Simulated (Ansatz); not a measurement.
A made-up structure of CH3FTe, singlet:

```csv
atom,x (Å),y (Å),z (Å)
F1,0.1569,-0.0523,-1.6091
C2,-0.0247,-0.5018,-0.3286
Te3,-0.9040,0.9689,0.9614
H4,-2.2928,1.1380,1.9095
H5,-0.7101,-1.3508,-0.3405
H6,0.5437,1.7301,1.2282
```

It is relaxed with PBE-D4/def2-SVP and then PBE0-D4/def2-TZVP (Ansatz 0.2.0). Atoms count as bonded within 1.22 times the sum of their covalent radii (H–H: 0.88 Å). The end point is not checked to be a true minimum.

(1) Does its bonding change? (A judgement: the text doesn't fix the answer.)

Results:

(1) By the calculation: No: no bond forms or breaks.

Where it ends: The first stage lowers the energy by 1.55 eV in 15 steps. It ends as CH₃FTe ([F][CH][TeH2]):
```
6
angstrom
F -0.5043 -0.3959 -1.7557
C 0.0666 -0.2287 -0.5384
Te -0.8130 1.3968 0.5636
H -2.1040 1.3284 1.7234
H -0.0797 -1.1711 0.0185
H 0.2033 1.0027 1.8094
```

Labels in which every atom is bracketed show which atoms are joined, not bond orders.

For scale, one of the runs: PBE0-D4/def2-TZVP relaxation, 130 basis functions, launched by `ansatz run in.yaml --threads 2 --pin off --events-out ev --progress --plain --max-ram 4352MiB`. The run took about 23 s on 2 CPU threads of an Arm Neoverse V2 (shared host).
